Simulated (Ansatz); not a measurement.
A structure drawn as `CC=CBCl`, with this starting geometry:

Cartesian coordinates in Å:
```
C 0.636 -1.176 0.641
C 0.746 0.261 0.637
C -0.043 1.036 -0.075
B -1.180 0.628 -1.076
Cl -2.203 1.784 -1.964
H 0.844 -1.625 -0.421
H -0.345 -1.537 0.959
H 1.441 -1.631 1.273
H 1.470 0.719 1.234
H 0.067 2.143 -0.021
H -1.432 -0.602 -1.188
```

The species carries charge 0 and has multiplicity 1.

(1) Does it keep its bonds when Ansatz relaxes it at PBE-D4/def2-SVP and then PBE0-D4/def2-TZVP?

(2) Give the relaxed structure. (Estimate.)

Atoms count as bonded under 1.1 times the sum of their covalent radii (H–H under 0.85 Å, pairs among N, O and F under 1.55 Å), and a drawn bond as lost past 1.3 times.

## Answers

(1) Yes, every drawn bond is still there and no new one forms.

(2) Ansatz gave: 
Z-matrix (Å, degrees):
```
C
C 1 1.485
H 1 1.095 2 110.0
H 1 1.095 2 110.0 3 -116.4
H 1 1.088 2 112.9 3 121.8
C 2 1.345 1 127.7 3 -121.8
H 2 1.091 1 114.3 3 58.2
B 6 1.526 2 124.9 1 0.0
H 6 1.088 2 116.6 1 -180.0
Cl 8 1.756 6 119.4 2 -180.0
H 8 1.192 6 124.9 2 0.0
```
No frequency check was run.
